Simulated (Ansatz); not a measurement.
Reaction (atomization): `O=[CH][SnH]([OH])[I]` → C• + 3 H• + I• + 2 O• + Sn•

Program: Ansatz. Geometries: PBE0-D4/def2-TZVP. ΔE: electronic, gas phase. CCSD(T)/CBS adds triple-zeta CCSD(T) − MP2 to the extrapolated MP2 energy (def2 sets, frozen cores). This one scheme is used for every species, atoms too. Functionals use def2-TZVPP. Open shells (•) are unrestricted, without spin–orbit coupling. Spin–orbit coupling would lower the free atoms: a little for C, O; strongly for I, Sn. Elements past krypton have def2 core potentials. Bonds to I, Sn are less sure, by a few kJ/mol each and by 10 to 20 or more in all where they break to atoms, as the def2 sets lack core-valence functions. One conformer a species, not always the lowest.

CCSD(T)/CBS gives +2674.5 kJ/mol.

(1) Another level gave +2618.0 kJ/mol. Which?
A. SCS-MP2/def2-TZVPP
B. BLYP/def2-TZVPP
C. PBE0-D4/def2-TZVPP
D. B97M-V/def2-TZVPP

Largest T1 diagnostic among the species: 0.014.

Results:

(1) B. BLYP 2618.0, PBE0-D4 2629.4, SCS-MP2/def2-TZVPP 2601.9, B97M-V 2653.6 kJ/mol.

The D4 term adds +34.0 kJ/mol with B3LYP and +18.2 kJ/mol with PBE0; it sums over pairs of atoms, weighted by their polarisabilities, and B3LYP, whose exchange is more repulsive, gets the larger term. At CCSD(T), def2-SVP lies −243.4 kJ/mol from the extrapolated value and def2-TZVPP −110.0 kJ/mol: correlation converges slowly with the basis, and small sets miss more of it in the bonded molecule than in its fragments.

B3LYP here is the variant with VWN-RPA as its local correlation; programs differ in this.

For atomizations the MP2-based limit and the directly extrapolated one differ by several kJ/mol either way, and by 10 to 25 for some Ge, Se and Sn compounds, so smaller differences from it don't rank the levels.
